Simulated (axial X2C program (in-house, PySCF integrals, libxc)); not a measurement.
**Worked dissociation energy of PtGe: PBE0, spin-free**

Computed with an in-house relativistic program for diatomic molecules. Spin-free means the one-electron spin-free X2C Hamiltonian. Basis: Pt dyall-cv3z [13s14p9d6f4g], Ge dyall-cv3z [9s9p7d4f1g] (cores contracted in-house); Gaussian nuclei, density fitting, unrestricted open shells. Masses: Pt 194.965 u, Ge 73.921 u.

Molecular state: M_S = 0, Λ = 0 (closed shell).

- E(Pt) (2M_S = 2, M_L = 0): -18415.800290 hartree
- E(Ge) (2M_S = 2, M_L = 0): -2098.529085 hartree
- E(PtGe) at Re: -20514.497465 hartree
- ωe: 366.6 cm⁻¹
- ωexe: 0.675 cm⁻¹

Task: Work out De and D0.

Result: De = -18415.800290 + (-2098.529085) − (-20514.497465) = 0.16809 hartree = 4.574 eV. The zero-point energy is ωe/2 − ωexe/4 = 183 cm⁻¹ = 0.023 eV, so D0 = 4.551 eV.

Occupations by symmetry block were frozen at the best pattern of an incomplete PBE0 search. The closed shell is kept restricted, so the energy runs too high when the bond is stretched far. Dissociation energies refer to the lowest single-determinant-based atoms at the same level and basis. Spin-free De lacks the spin–orbit lowering of the heavy p-block atom, a tenth of an eV or more for 4p and 5p, up to an eV for 6p and one to two eV for 7p atoms, less what an open-shell molecule gains itself.

Each atomic determinant is the lowest at this level and need not be a pure term. Totals compare only within one Hamiltonian and basis.
